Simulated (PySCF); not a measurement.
Excited states of Sc¹⁷⁺ (scandium, charge +17)

Ground state [He] 2s2, ¹S. Computed with PySCF 2.14 in an uncontracted even-tempered set (19 s from 0.544 bohr⁻², ratio 2.5; 10 p from 0.741 bohr⁻², ratio 2.7; 8 d from 0.813 bohr⁻², ratio 2.7; 4 f from 24 bohr⁻², ratio 2.7), with the spin-free X2C one-electron Hamiltonian (Gaussian nucleus). Vertical excitation energies in eV without spin-orbit coupling; excited terms of each kind are numbered among those the solver found. Frozen: nothing.

```
 term  leading excitation  EOM-EE-CCSD
1 3P°              2s → p       37.904
1 1P°              2s → p       68.553
```

Only the lower part of the computed list is shown. Doubly excited terms such as np² are absent. The solver can miss terms. The 12 highest virtual orbitals were dropped.
